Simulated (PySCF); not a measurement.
Estimate the missing entries of this data sheet.

C₅H₉NSi.
Geometry (PBE0-D3(BJ)/def2-SVP, Å), atoms numbered from 1 in this order:
```
atom  x, y, z in Å
C1    -2.2420    2.1707    0.0594
N2    -1.5883    1.2085   -0.4279
Si3   -0.9658   -0.1377    0.5250
C4    -1.6388   -1.7202   -0.2003
C5     0.8590   -0.1094    0.4237
C6     2.0768   -0.1134    0.3622
C7     3.5256   -0.1125    0.2871
H8    -2.4872    2.2842    1.1391
H9    -2.6185    2.9828   -0.5920
H10   -1.3711    0.0098    1.9645
H11   -1.3841   -1.7783   -1.2692
H12   -1.2080   -2.5953    0.3093
H13   -2.7344   -1.7602   -0.1004
H14    3.9143   -1.1307    0.1292
H15    3.8745    0.5148   -0.5481
H16    3.9703    0.2805    1.2148
```

```json
{"property": "point group", "level": "PBE0-D3(BJ)/def2-SVP", "value": "?"}
{"property": "rotational constants A, B, C", "level": "PBE0-D3(BJ)/def2-SVP", "value": "3.419, 1.088, 0.878 GHz"}
{"property": "dipole moment", "level": "wB97X-D/def2-SVPD", "value": "?"}
{"property": "HOMO energy", "level": "wB97X-D/def2-SVPD", "value": "?"}
{"property": "LUMO energy", "level": "wB97X-D/def2-SVPD", "value": "?"}
{"property": "lowest singlet excitation", "level": "TDDFT wB97X-D/def2-SVPD", "value": "4.15 eV (299 nm, f = 0.000)"}
{"property": "strongest line among the 10 lowest singlet transitions", "level": "TDDFT wB97X-D/def2-SVPD", "value": "S8 at 7.26 eV (171 nm, f = 0.096)"}
{"property": "lowest triplet excitation (Tamm–Dancoff)", "level": "TDA wB97X-D/def2-SVPD", "value": "3.57 eV"}
{"property": "static isotropic polarisability", "level": "wB97X-D/def2-SVPD", "value": "95.6 au"}
{"property": "vertical ionisation energy", "level": "ΔSCF wB97X-D/def2-SVPD", "value": "9.05 eV"}
{"property": "electronic spatial extent ⟨r²⟩ about the centre of nuclear charge", "level": "wB97X-D/def2-SVPD", "value": "1359 bohr²"}
{"property": "13C chemical shifts (computed TMS as zero) by class", "level": "GIAO KT3/pcSseg-1", "value": "?"}
{"property": "1H chemical shifts (computed TMS as zero) by class", "level": "GIAO KT3/pcSseg-1", "value": "?"}
{"property": "isotropic shieldings of nuclei other than C and H, by class", "level": "GIAO KT3/pcSseg-1", "value": "-128 (N2), 394 (Si3) ppm"}
```

The electronic properties come from PySCF, for the isolated species, density fitting. NMR classes are plain means over equivalent atoms (diastereotopic ones count apart unless rotation or inversion swaps them), as if these changed places fast; in this geometry the members of some classes differ.

(1) The dipole moment?

(2) The point group?

(3) Give the 13C chemical shifts (computed TMS as zero) by class.

(4) Give the 1H chemical shifts (computed TMS as zero) by class.

(5) What is the LUMO energy?

(6) The HOMO energy?

## Answers

(1) 1.04 D.

(2) C1.

(3) 158.9 (C1), 101.5 (C6), 74.2 (C5), 7.4 (C7), 0.1 (C4) ppm.

(4) 8.41 (H8), 8.25 (H9), 4.56 (H10), 2.04 (H14/H15/H16), 0.40 (H11/H12/H13) ppm.

(5) 1.05 eV.

(6) -8.86 eV.

In atomic units the dipole is 0.41 e·bohr (1 au = 2.5417 D). No computed singlet falls in the visible range (750 to 380 nm, 1.65 to 3.26 eV); S1 lies 0.89 eV above its blue end. The polarisability is 14.17 Å³ as a volume (1 au = 0.148185 Å³), or 1.59 au for each of the 60 electrons. With B = h/(8π²I), that is 505.379 GHz u Å² over I, the principal moments of inertia are 147.8, 464.7 and 575.9 u Å² (most abundant isotopes); the inertial defect Ic − Ia − Ib is -36.6 u Å² (zero for a rigid planar frame, negative otherwise). The largest Löwdin shares of the HOMO are 0.56 on N2, 0.15 on C1, 0.09 on Si3 and 0.06 on H8. The principal polarisabilities are 74.9, 88.6 and 123.3 au; their mean is the isotropic value.

For the geometry optimisation (PBE0-D3(BJ)/def2-SVP), the run took 89 s wall on one thread of an Intel Xeon 6975P-C, no GPU, shared host, and the process peaked at 0.58 GiB of memory.

One conformer stands for the species.
